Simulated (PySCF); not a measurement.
Two-component Hartree-Fock for Tc (technetium, neutral)

Start: [Kr] 4d4 5s2 6s1; 4d5/2 filled at m_j = -1/2, +1/2, +3/2, +5/2; 6s1/2 filled at m_j = +1/2. Calculated with PySCF 2.14 in x2c-TZVPall-2c with one added diffuse shell each of s, p, d type (9s10p8d1f, 86 functions): generalised Hartree-Fock with the X2C-1e Hamiltonian and a Gaussian nucleus; one run each with spin-orbit coupling (SO) switched off, then screened by Boettger's factors. This is a chosen level, not necessarily the ground level.

```csv
spinor shell,electrons,"ε, spin-free (eV)","ε, screened SO (eV)",weight of nominal j (screened SO),"rms radius, screened SO (bohr)"
1s1/2,2,-21168.4,-21167.2,1.000,0.0394
2s1/2,2,-3105.2,-3104.9,1.000,0.162
2p1/2,2,-2773.4,-2855.0,1.000,0.141
2p3/2,4,-2773.4,-2735.2,1.000,0.145
3s1/2,2,-581.46,-581.39,1.000,0.442
3p1/2,2,-469.51,-483.72,1.000,0.439
3p3/2,4,-469.51,-462.87,1.000,0.450
3d3/2,4,-288.52,-290.89,0.972,0.433
3d5/2,6,-288.52,-286.89,0.981,0.436
4s1/2,2,-97.972,-97.964,1.000,1.12
4p1/2,2,-63.882,-68.186,0.696,1.24
4p3/2,4,-63.882,-61.806,0.848,1.25
4d5/2,4,-21.113,-21.073,0.665,1.69
5s1/2,2,-10.996,-10.998,0.986,3.26
6s1/2,1,-2.317,-2.316,0.999,8.72
```

| quantity | spin-free | screened SO |
| --- | --- | --- |
| E (hartree) | -4282.41642 | -4282.96631 |
| M_J | 9/2 | 9/2 |
| ⟨J²⟩ | 24.924 | 24.903 |
| ⟨L²⟩ | 6.165 | 6.253 |
| ⟨S²⟩ | 8.758 | 8.718 |

Each row is a mean over spinors that exchange with the open shell spreads, by up to 9.626 eV (4p3/2).

Rows whose weight is well below 1 are mixtures of j = l ± 1/2: exchange outweighs spin-orbit coupling there, and the label is only the starting occupation.

⟨J²⟩ departs a little from M_J(M_J + 1) because the unrestricted spinors polarise the closed shells.

Breit and QED terms are absent; they matter most for the inner s and p1/2 levels.

Densities and radii are taken from the X2C orbitals without a picture-change correction, which distorts them close to the nucleus.

Without spin-orbit coupling the j labels of p, d and f shells carry no meaning; the spin-free column gives the mean over the occupied spinors of each nl shell, and its ⟨J²⟩ belongs to a mixture of degenerate components.
